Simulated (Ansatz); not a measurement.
`[NH2][Y]([NH2])[O][SiH3]` + NH₃ → `[NH2][Y]([NH2])[NH2]` + silanol  (ligand exchange at a Y–O bond)

Program: Ansatz. Geometries: PBE0-D4/def2-TZVP. ΔE: electronic, gas phase. CCSD(T)/CBS adds triple-zeta CCSD(T) − MP2 to the extrapolated MP2 energy (def2 sets, frozen cores). This one scheme is used for every species. DFT in def2-TZVPP. Elements past krypton have def2 core potentials. For Y outer-core shells are correlated without core-valence functions, which leaves a few kJ/mol of doubt a bond. Each species was taken in one conformer, which may not be the lowest.

`[NH2][Y]([NH2])[O][SiH3]`:

```xyz
12

N     1.760   -0.240    2.045
Y     0.491    0.534    0.497
N     0.459    2.656    0.181
O    -0.666   -0.729   -0.661
Si   -1.573   -1.711   -1.576
H     1.884   -1.209    2.312
H     2.361    0.298    2.659
H     0.990    3.352    0.693
H    -0.083    3.168   -0.505
H    -2.591   -0.945   -2.353
H    -2.302   -2.709   -0.740
H    -0.733   -2.465   -2.552
```

NH₃:

Cartesian coordinates in Å:
```
N 0.023 -0.180 0.215
H -0.136 -0.660 -0.662
H -0.747 0.464 0.344
H 0.861 0.376 0.102
```

`[NH2][Y]([NH2])[NH2]`:

Z-matrix (Å, degrees):
```
N
Y 1 2.153
H 1 1.014 2 127.1
H 1 1.014 2 127.1 3 -180.0
N 2 2.153 1 120.0 3 0.1
N 2 2.153 1 120.0 3 179.9
H 5 1.014 2 127.1 1 179.9
H 5 1.014 2 127.0 1 -0.1
H 6 1.014 2 127.0 1 0.1
H 6 1.013 2 127.1 1 -179.9
```

`O[SiH3]`:

Cartesian coordinates in Å:
```
O 1.090 -0.198 -0.645
Si -0.365 -0.091 0.121
H 1.716 0.515 -0.517
H -0.204 -0.034 1.600
H -1.114 -1.311 -0.256
H -1.122 1.119 -0.303
```

| level | ΔE (kJ/mol) |
| --- | --- |
| r2SCAN0-D4 | 110.7 |
| r2SCANh | 109.6 |

Question: What does CCSD(T)/CBS give? (Best estimate.)

Answer: The calculation gave: +111.5 kJ/mol. The listed levels differ from it by -0.8, -1.9 kJ/mol.

Largest T1 diagnostic among the species: 0.013.

At CCSD(T), def2-SVP lies +15.1 kJ/mol from the extrapolated value and def2-TZVPP +0.1 kJ/mol. Leaving LDA and LC-ωPBE aside and taking each functional with its dispersion term where it has one, the values, not all of them listed here, spread over 11.0 kJ/mol, from revPBE-D4 to B97M-V.

CCSD(T)/CBS has its own doubt, a few kJ/mol and more with outer-core shells, so smaller differences from it don't rank the levels.
